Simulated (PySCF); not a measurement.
Computed properties of AgCl, SMILES [Cl][Ag], multiplicity 1

AgCl, SMILES [Cl][Ag], multiplicity 1. The structure is a stationary point at B3LYP-D3(BJ)/def2-TZVPD. The multiplicity is an assumed one; other spin states were not compared. The def2 effective core potentials stand for the cores of Ag; spin–orbit coupling is left out. Other conformers were not sampled. All values are computed for the isolated molecule unless a solvent is named; none is compared with measurement here.

**Structure.** The optimised structure has C∞v symmetry. All 1 harmonic modes at B3LYP-D3(BJ)/def2-TZVPD (PySCF) are real, so it is a minimum.

**Vibrations.** The strongest infrared lines (harmonic, unscaled, degenerate partners summed) lie at 320 cm⁻¹ (18 km/mol, Cl 75 %, Ag 25 %). The softest mode is at 320 cm⁻¹ and the zero-point energy is 0.5 kcal/mol.

**Electronic structure.** M06-2X/def2-TZVPD (PySCF) places the frontier levels at -8.78 and -2.57 eV, a gap of 6.21 eV, and gives a dipole moment of 6.30 D and a mean polarisability of 39.1 bohr³. PBE/def2-TZVPD (PySCF) at the same geometry gives -6.39 and -4.17 eV, so its gap is 3.99 eV narrower. An orbital gap is neither the optical nor the fundamental gap.

**Excitations.** TDDFT-B3LYP/def2-TZVPD (PySCF) has S1 at 2.72 eV (456 nm, f = 0.015, weak); the most intense of the 10 singlets computed lies at 3.50 eV (f = 0.06). Strengths of degenerate partners are summed. T1 (TDA) is at 2.43 eV. TDDFT-PBE/def2-TZVPD (PySCF) puts S1 at 2.36 eV.
